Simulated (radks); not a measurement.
Neutral cadmium inside a hard spherical wall (all orbitals vanish at R), configuration held at [Kr] 4d10 5s2 and not refilled when levels cross. All-electron calculation, scalar-relativistic Kohn-Sham, PBE, spin-polarised, spherical densities, point nucleus. Program: a radial shooting solver on a logarithmic mesh with Libxc functionals. Eigenvalues in eV for spin up, with the zero of energy where the potential of the charges vanishes at infinity; a dash marks a level that is unbound or too diffuse for the functional's potential to be trusted. A positive occupied level is held by the wall or, in an anion where self-interaction has pushed it up, behind a barrier. The pressure on the wall is -dE/dV.

R (bohr)	E (hartree)	kinetic (hartree)	e(4s)	e(4p)	e(4d)	e(5s)	e(5p, empty)	e(6s, empty)	pressure (GPa)
free	-5594.65385	5821.747	-105.92	-66.967	-11.733	-5.660	-1.183	-	0
20	-5594.65385	5821.747	-105.92	-66.967	-11.733	-5.660	-1.183	-	< 0.0001
15	-5594.65385	5821.747	-105.92	-66.967	-11.733	-5.660	-1.178	0.290	< 0.0001
8	-5594.65158	5821.767	-105.78	-66.832	-11.601	-5.537	-0.716	3.831	0.101
7	-5594.64624	5821.804	-105.58	-66.627	-11.401	-5.333	-0.239	6.278	0.438
6	-5594.62836	5821.910	-105.10	-66.150	-10.942	-4.808	0.778	10.823	2.02
5	-5594.56576	5822.226	-103.99	-65.040	-9.887	-3.411	3.108	19.998	10.5
3	-5593.06556	5828.433	-92.313	-53.730	1.063	16.119	29.253	100.01	713
2.5	-5590.64686	5837.793	-81.349	-43.152	12.222	39.800	57.936	173.32	2990
